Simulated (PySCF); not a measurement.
PySCF input file for HOS, SMILES O[S], multiplicity 2, PBE0-D3(BJ)/def2-TZVPD. The structure is a stationary point at PBE0-D3(BJ)/def2-TZVPD.

```python
import numpy as np
from pyscf import gto, scf, dft, df
from pyscf.hessian import thermo

mol = gto.M(
    atom='''
    O    -0.11868022   -1.02115381    0.00000000
    S     0.01140166    0.59847475    0.00000000
    H     0.76701518   -1.40636557    0.00000000
    ''',
    basis='def2-TZVPD',
    charge=0,
    spin=1,
    max_memory=1600,
    verbose=3,
)
mf = dft.UKS(mol, xc='pbe0').density_fit(auxbasis='def2-universal-jkfit')
mf.disp = 'd3bj'
mf.grids.level = 3
mf.conv_tol = 1e-11
mf.max_cycle = 100
mf.kernel()
fine, coarse = mf.grids, dft.Grids(mol).set(level=1).build(with_non0tab=True)
for _ in range(3):  # follow internal instabilities
    mf.grids = coarse
    mo, _, stable, _ = mf.stability(return_status=True, nroots=4)
    mf.grids = fine
    if stable:
        break
    mf.kernel(mf.make_rdm1(mo, mf.mo_occ))

# [left out here: the lines that compute and print the analytic Hessian (its translational invariance restored by hand, since the grid's response is missing), thermochemistry and intensities]
```

Output:

```

WARN: HOMO -0.243933349789481 >= LUMO -0.243933349789487

converged SCF energy = -473.788983636223  <S^2> = 0.75536834  2S+1 = 2.0053612
<class 'pyscf.df.df_jk.DFUKS'> wavefunction is stable in the internal stability analysis

WARN: DFTD3 does not support analytical Hessian, using finite difference


WARN: Mole.unit (angstrom) is changed to Bohr

Mode                                 0                   1                   2
Irrep
Freq [cm^-1]                      883.8593           1178.2757           3789.2614
Reduced mass [au]                  17.8572              1.0824              1.0679
Force const [Dyne/A]                8.2192              0.8854              9.0343
Char temp [K]                    1271.6768           1695.2763           5451.9035
Normal mode                   x     y     z       x     y     z       x     y     z
       0   O                -0.02 -0.20  0.00   -0.05 -0.01 -0.00    0.06 -0.02 -0.00
       1   S                 0.01  0.10  0.00    0.02 -0.02  0.00   -0.00  0.00  0.00
       2   H                 0.06 -0.02 -0.00    0.34  0.90  0.00   -0.89  0.38 -0.00
temperature 298.1500 [K]
pressure 101325.00 [Pa]
Rotational constants [GHz] 656.26340 16.75738 16.34014
Symmetry number 1
Zero-point energy (ZPE) 0.01333 [Eh]   34999.123 [J/mol]
                           tot       elec      trans        rot        vib
Entropy [J/mol/K]       239.740      5.763    157.300     75.864      0.812
Cv [J/mol/K]             28.048      0.000     12.472     12.472      3.104
Cp [J/mol/K]             36.362      0.000     20.786     12.472      3.104
Internal energy [J/mol]                      3718.434   3718.434  35197.772
Internal energy [Eh]   -473.77274  -473.78898
Enthalpy [J/mol]                             6197.391   3718.434  35197.772
Enthalpy [Eh]          -473.77180
Gibbs free energy [J/mol]                  -40701.735 -18900.342  34955.624
Gibbs free energy [Eh] -473.79903
mode   freq/cm-1   IR/(km/mol)
   1      883.86        78.010
   2     1178.28        48.969
   3     3789.26       103.879
max |gradient| / (hartree/bohr): 2.4323872334630628e-05
APT charges: [-0.5104  0.2236  0.2868]
```

Self-consistency was reached.

Cost: roughly 40 core-seconds.
